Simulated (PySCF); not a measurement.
## Te⁴⁹⁺: ionisation energy

Te⁴⁹⁺ [He] 2s1 (2S) → Te⁵⁰⁺ 1s2 (1S), as a difference of total energies. All numbers are calculated (PySCF 2.14, scalar relativity by spin-free X2C-1e, in an uncontracted even-tempered set (19 s from 25 bohr⁻², ratio 2.2; 8 p from 37 bohr⁻², ratio 2.4; 5 d from 110 bohr⁻², ratio 2.4; 5 f from 170 bohr⁻², ratio 2.4; 4 g from 250 bohr⁻², ratio 2.4)). Correlated levels: nothing frozen; virtual orbitals above 40 to 60 times the deepest correlated orbital energy dropped. The calculations carry no spin-orbit coupling.

```json
{"method": "UHF", "ionisation energy (eV)": "9048.5"}
{"method": "PBE", "ionisation energy (eV)": "9053.2"}
{"method": "PBE0", "ionisation energy (eV)": "9052.1"}
{"method": "r2SCAN", "ionisation energy (eV)": "9045.6"}
{"method": "TPSSh", "ionisation energy (eV)": "9051.9"}
{"method": "BP86", "ionisation energy (eV)": "9053.0"}
{"method": "SCS-MP2 (all electrons)", "ionisation energy (eV)": "9048.7"}
```

**Question.** Estimate what LDA gives.

**Answer.** 9041.1 eV, closest to r2SCAN among the rows shown.

**Question.** Estimate what MP2 (all electrons) gives.

**Answer.** 9048.7 eV, closest to SCS-MP2 (all electrons) among the rows shown.

For this ion Breit and QED terms and the two-electron picture change, all absent here, outweigh the differences among the correlated methods.

For comparison: 9040.8 eV (theoretical estimate listed by NIST; NIST Atomic Spectra Database, ionization energies).
